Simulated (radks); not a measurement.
Results of a calculation; reference values are marked as such.
Ionisation of Pm, [Xe] 4f5 6s2, to Pm+, [Xe] 4f5 6s1, under several functionals. Dirac Kohn-Sham, spin-unpolarised, spherical densities, finite nucleus; open shells are shared between the two j in proportion to 2j + 1; a radial shooting solver on a logarithmic mesh with Libxc functionals.

[
 {"functional": "revPBE", "E(Pm) (hartree)": "-10026.8125", "Exc (hartree)": "-229.9463", "IE (eV)": "5.796", "-e(HOMO) (eV)": "1.926", "<r> HOMO (bohr)": "1.080", "IE error (eV)": "+0.214"},
 {"functional": "BLYP", "E(Pm) (hartree)": "-10027.3180", "Exc (hartree)": "-230.4495", "IE (eV)": "5.811", "-e(HOMO) (eV)": "1.721", "<r> HOMO (bohr)": "1.084", "IE error (eV)": "+0.229"},
 {"functional": "XLYP", "E(Pm) (hartree)": "-10028.0351", "Exc (hartree)": "-231.1743", "IE (eV)": "5.829", "-e(HOMO) (eV)": "1.740", "<r> HOMO (bohr)": "1.084", "IE error (eV)": "+0.247"}
]

NIST Atomic Spectra Database: 5.582 eV (measured). Closest: revPBE. The Delta-SCF values span 0.03 eV, the total energies 1.22 hartree. The highest occupied level is 4f7/2. Spin polarisation and multiplet splitting are left out, so open shells lie too high by an amount that depends on their filling. Sharing an open shell by 2j + 1 raises it above the true ground level by a part of the spin-orbit splitting, which enters the differences from NIST.

Beside tabulated values, note that spin-unpolarised runs miss the spin-polarisation part of the exchange energy of open shells.
